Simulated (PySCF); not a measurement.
V: excitation energy

V [Ar] 3d3 4s2 (4F) → V [Ar] 3d2 4s2 5s1 (4F), as a difference of total energies. Calculation: PySCF 2.14, in x2c-QZVPPall with one added diffuse shell each of s, p, d, f, g type (12s8p6d4f3g, 121 functions); the spin-free X2C one-electron Hamiltonian (Gaussian nucleus). Correlated levels: valence: [Ar] frozen; valence and next inner shell: [Ne] frozen. The calculations carry no spin-orbit coupling.

| method | excitation energy (eV) |
| --- | --- |
| UHF | 7.893 |
| LDA | 9.336 |
| PBE | 9.095 |
| PBE0 | 8.945 |
| r2SCAN | 9.402 |
| BLYP | 9.032 |
| B2PLYP | 8.656 |
| LC-wPBE | 9.078 |
| MP2 (valence) | 8.224 |
| SCS-MP2 (valence) | 7.924 |
| MP2 (valence and next inner shell) | 8.536 |
| SCS-MP2 (valence and next inner shell) | 8.268 |

Q: How much does correlation contribute at MP2 (valence and next inner shell)?

A: 8.536 − (7.893) = 0.643 eV, measured against UHF.

A first-order spin-orbit estimate (lowest level to lowest level, LS coupling) adds -0.008 eV.

The upper state lies above the first ionisation limit, where it may autoionise and the basis confines it. A Rydberg-like electron needs more diffuse functions than a valence basis has.

The promoted electron is Rydberg-like, and one or two diffuse shells describe it only roughly, which tends to raise the upper state.
